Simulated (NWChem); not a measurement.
# CH₅GeNO, singlet; SMILES C[O][Ge][NH2]

```xyz
9

Ge     0.3748    -0.6970     0.0000
O      0.6750     1.0746     0.0000
C     -0.2664     2.1009     0.0000
H     -0.9214     2.0781     0.8933
H      0.2545     3.0730     0.0000
H     -0.9214     2.0781    -0.8933
N     -1.4520    -0.6753     0.0000
H     -2.0588     0.1388     0.0000
H     -1.9836    -1.5394     0.0000
```
Atoms are numbered in this order, from 1.

Computed with NWChem. Low-valent species are run as closed-shell singlets; no triplet was tried in these runs. The geometry was optimised at PBE0/def2-SVP. Ions are spin-unrestricted doublets at the neutral geometry; other ion states weren't tried.

**Question.** Estimate the computed values for CAM-B3LYP/def2-SVP. Quantities: −ε(HOMO) (eV).

**Answer.** 
| Property | Result |
|---|---|
| −ε(HOMO) (eV) | 8.53 |
